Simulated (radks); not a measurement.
Results of a calculation; reference values are marked as such.
Spherical quantum dot in the effective-mass picture: electrons in a well V = -V0 / (1 + exp((r - R)/a)) with V0 = 16.1, R = 2.22, a = 0.21, with a point charge +1 (a donor) at the centre, all in effective atomic units (hartree* = m*/eps^2 hartree, bohr* = eps/m* bohr), one dielectric constant everywhere. Level of theory: non-relativistic Kohn-Sham, LDA (Slater exchange, Perdew-Wang correlation), spin-polarised, spherical densities (a radial shooting solver with Libxc functionals). Levels are named by radial order and angular momentum (1s, 1p, 1d, 2s, ...), and open shells are averaged over m. Each electron was tried in the lowest free levels, single moves between levels near the top were tried too, and the lowest total energy was kept; such a search can miss a lower state. The series stops at N = 19: beyond it a trial failed or the search could not be trusted, so later rows were left out. At N = 1 the Hartree and exchange-correlation terms need not cancel, so that row can carry a self-interaction error.

| N | open shells | 2S | E (hartree*) | mu = E(N) - E(N-1) (hartree*) | addition energy mu(N+1) - mu(N) (hartree*) | rms radius (bohr*) |
|---|---|---|---|---|---|---|
| 1 | 1s(up 1, down 0) | 1 | -16.1520 | -16.152 | 0.9303 | 0.9657 |
| 2 | none | 0 | -31.3737 | -15.222 | 2.074 | 1.020 |
| 3 | 1p(up 1, down 0) | 1 | -44.5218 | -13.148 | 0.6027 | 1.142 |
| 4 | 1p(up 2, down 0) | 2 | -57.0672 | -12.545 | 0.6173 | 1.207 |
| 5 | 1p(up 3, down 0) | 3 | -68.9952 | -11.928 | 0.7908 | 1.250 |
| 6 | 1p(up 3, down 1) | 2 | -80.1324 | -11.137 | 0.5815 | 1.284 |
| 7 | 1p(up 3, down 2) | 1 | -90.6881 | -10.556 | 0.5926 | 1.312 |
| 8 | none | 0 | -100.651 | -9.9631 | 1.845 | 1.335 |
| 9 | 1d(up 1, down 0) | 1 | -108.769 | -8.1177 | 0.5511 | 1.367 |
| 10 | 1d(up 2, down 0) | 2 | -116.335 | -7.5665 | 0.5529 | 1.394 |
| 11 | 1d(up 3, down 0) | 3 | -123.349 | -7.0137 | 0.5531 | 1.417 |
| 12 | 1d(up 4, down 0) | 4 | -129.810 | -6.4605 | 0.5525 | 1.438 |
| 13 | 1d(up 5, down 0) | 5 | -135.718 | -5.9080 | 0.7022 | 1.456 |
| 14 | 1d(up 5, down 1) | 4 | -140.923 | -5.2058 | 0.5342 | 1.472 |
| 15 | 1d(up 5, down 2) | 3 | -145.595 | -4.6716 | 0.5358 | 1.488 |
| 16 | 1d(up 5, down 3) | 2 | -149.731 | -4.1358 | 0.5362 | 1.502 |
| 17 | 1d(up 5, down 4) | 1 | -153.331 | -3.5997 | 0.5358 | 1.515 |
| 18 | none | 0 | -156.394 | -3.0639 | 1.028 | 1.527 |
| 19 | 2s(up 1, down 0) | 1 | -158.431 | -2.0361 | - | 1.531 |

All shells are closed at N = 2, 8, 18 (there: 1s2 1p6 1d10); the second difference of the energy has clear peaks (12 % above both neighbours; the first and last values, which can be the largest, are not judged, and half-filled shells can peak too) at N = 2, 5, 8, 13.
